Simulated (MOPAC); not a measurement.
MOPAC input (MNDO):

```
MNDO PRECISE GNORM=0.05 LET XYZ UHF MS=0.5 GEO-OK AUX(PRECISION=9) THREADS=1
H9OSi4

O    -0.31920100 1    0.08444200 1   -2.01001800 1
Si   -0.04228400 1   -0.01092900 1   -0.36327900 1
Si    1.63982300 1   -1.50980800 1    0.25237600 1
Si   -1.96650600 1   -0.67728900 1    0.81466900 1
Si    0.63202600 1    2.13064600 1    0.30385100 1
H    -0.53042900 1   -0.73035600 1   -2.47465700 1
H     2.95551300 1   -1.33489300 1   -0.41622300 1
H     1.26859500 1   -2.94979100 1    0.23867000 1
H    -2.42144900 1   -2.01281600 1    0.34949000 1
H    -3.07614700 1    0.28752400 1    0.61615800 1
H    -1.65762700 1   -0.76253200 1    2.26339600 1
H    -0.34994400 1    3.15323300 1   -0.13090000 1
H     1.96253600 1    2.46860800 1   -0.25730400 1
H     0.71973200 1    2.14880300 1    1.78487200 1
```

From the output:

```
                                                       MOPAC v23.2.5 Linux

          FINAL HEAT OF FORMATION =        -16.66511 KCAL/MOL =     -69.72681 KJ/MOL

          COSMO AREA              =        182.36 SQUARE ANGSTROMS
          COSMO VOLUME            =        197.12 CUBIC ANGSTROMS

          GRADIENT NORM           =          0.03737          =       0.00999 PER ATOM
          IONIZATION POTENTIAL    =          7.362135 EV
          ALPHA SOMO LUMO (EV)    =         -7.362  0.185
          BETA  SOMO LUMO (EV)    =         -9.205  0.365
          NO. OF ALPHA ELECTRONS  =         16
          NO. OF BETA  ELECTRONS  =         15
          MOLECULAR WEIGHT        =        137.4125         POINT GROUP:  C1

          MOLECULAR DIMENSIONS (Angstroms)

            Atom       Atom       Distance
            H    12    H     8     5.78876
            H    13    H     9     5.35656
            H    11    H     6     4.09069

          SCF CALCULATIONS        =        129

   ATOM   CHEMICAL          X               Y               Z
  NUMBER   SYMBOL      (ANGSTROMS)     (ANGSTROMS)     (ANGSTROMS)

     1       O         -0.30534610  *   0.04327452  *  -1.90752467  *
     2      Si         -0.02862623  *  -0.05668433  *  -0.22287265  *
     3      Si          1.49197978  *  -1.43315088  *   0.22018222  *
     4      Si         -1.83759240  *  -0.59320739  *   0.78247462  *
     5      Si          0.57388439  *   1.96466015  *   0.18667183  *
     6       H         -0.56940995  *  -0.79739870  *  -2.23123271  *
     7       H          2.72551543  *  -0.94314710  *   0.56240578  *
     8       H          1.55103388  *  -2.58734390  *  -0.51567119  *
     9       H         -2.55475722  *  -1.49062961  *   0.03288897  *
    10       H         -2.59768315  *   0.52406860  *   1.02176914  *
    11       H         -1.52240746  *  -1.17321579  *   1.98797029  *
    12       H         -0.37488304  *   2.86379177  *  -0.22299319  *
    13       H          1.77954134  *   2.23896527  *  -0.40397345  *
    14       H          0.71337401  *   2.06593966  *   1.55126174  *

                             CARTESIAN COORDINATES

   1    O       -0.305346105     0.043274522    -1.907524673
   2   Si       -0.028626235    -0.056684331    -0.222872652
   3   Si        1.491979785    -1.433150878     0.220182221
   4   Si       -1.837592396    -0.593207392     0.782474616
   5   Si        0.573884389     1.964660146     0.186671830
   6    H       -0.569409954    -0.797398695    -2.231232706
   7    H        2.725515431    -0.943147096     0.562405778
   8    H        1.551033879    -2.587343902    -0.515671194
   9    H       -2.554757220    -1.490629608     0.032888972
  10    H       -2.597683151     0.524068596     1.021769144
  11    H       -1.522407459    -1.173215794     1.987970293
  12    H       -0.374883035     2.863791773    -0.222993187
  13    H        1.779541343     2.238965271    -0.403973454
  14    H        0.713374005     2.065939664     1.551261744

           Empirical Formula: H9 O Si4  =    14 atoms

      MOLECULAR POINT GROUP   :   C1

          ALPHA EIGENVALUES
 -39.16864 -25.78440 -20.02307 -19.02629 -17.01861 -13.28334 -12.44417 -12.40181
 -12.24643 -12.21414 -12.13388 -12.06370 -11.99387  -9.62963  -9.25846  -7.36214
   0.18543   0.42862   1.42953   2.18559   2.36996   2.39029   2.49945   2.54881
   2.77742   2.96261   3.06994   3.86846   6.91072

           BETA EIGENVALUES
 -39.15640 -25.59180 -20.01831 -18.46167 -17.01931 -13.25864 -12.43054 -12.39240
 -12.24275 -12.19838 -12.12310 -12.05111 -11.97386  -9.58080  -9.20475   0.36491
   0.42559   0.49989   1.55454   2.37209   2.39341   2.49973   2.54384   2.57770
   2.90251   3.06600   3.11313   3.93173   6.91037

              NET ATOMIC CHARGES AND DIPOLE CONTRIBUTIONS

  ATOM NO.   TYPE          CHARGE      No. of ELECS.   s-Pop       p-Pop
    1          O          -0.370754        6.3708     1.83011     4.54064
    2         Si          -1.127448        5.1274     1.19102     3.93643
    3         Si           0.950454        3.0495     1.13000     1.91955
    4         Si           1.677202        2.3228     1.00888     1.31392
    5         Si           1.723477        2.2765     1.00613     1.27039
    6          H           0.150287        0.8497     0.84971
    7          H          -0.300478        1.3005     1.30048
    8          H          -0.298630        1.2986     1.29863
    9          H          -0.396312        1.3963     1.39631
   10          H          -0.398117        1.3981     1.39812
   11          H          -0.405905        1.4059     1.40590
   12          H          -0.391723        1.3917     1.39172
   13          H          -0.395698        1.3957     1.39570
   14          H          -0.416356        1.4164     1.41636
 DIPOLE           X         Y         Z       TOTAL
 POINT-CHG.    -0.417     0.017     3.968     3.990
 HYBRID         0.374    -0.692    -2.237     2.371
 SUM           -0.043    -0.675     1.731     1.859

          ATOMIC ORBITAL ELECTRON POPULATIONS

     Atom    s        px        py        pz
    1  O   1.83011   1.92107   1.36479   1.25478
    2 Si   1.19102   1.48338   1.54305   0.90999
    3 Si   1.13000   0.60161   0.54557   0.77237
    4 Si   1.00888   0.40579   0.46614   0.44199
    5 Si   1.00613   0.46178   0.36569   0.44292
    6  H   0.84971
    7  H   1.30048
    8  H   1.29863
    9  H   1.39631
   10  H   1.39812
   11  H   1.40590
   12  H   1.39172
   13  H   1.39570
   14  H   1.41636

                    (SZ)    =    0.500000
                    (S**2)  =    0.754069

          ATOMIC ORBITAL SPIN POPULATIONS

    Atom   Total    s     px     py     pz
         Atomic
    1  O  0.0000 -0.000 -0.000  0.000 -0.000
    2 Si  0.0006  0.005 -0.012  0.005  0.002
    3 Si  1.0271  0.130  0.150  0.101  0.646
    4 Si  0.0054  0.001  0.004  0.000  0.001
    5 Si  0.0015  0.000  0.000  0.001  0.000
    6  H -0.0000 -0.000
    7  H -0.0172 -0.017
    8  H -0.0175 -0.018
    9  H -0.0001 -0.000
   10  H  0.0000  0.000
   11  H -0.0000 -0.000
   12  H  0.0001  0.000
   13  H -0.0001 -0.000
   14  H  0.0000  0.000

 **********************
 *                    *
 * JOB ENDED NORMALLY *
 *                    *
 **********************

 == MOPAC DONE ==
```

The geometry given is a B3LYP-D3(BJ)/def2-TZVP minimum.
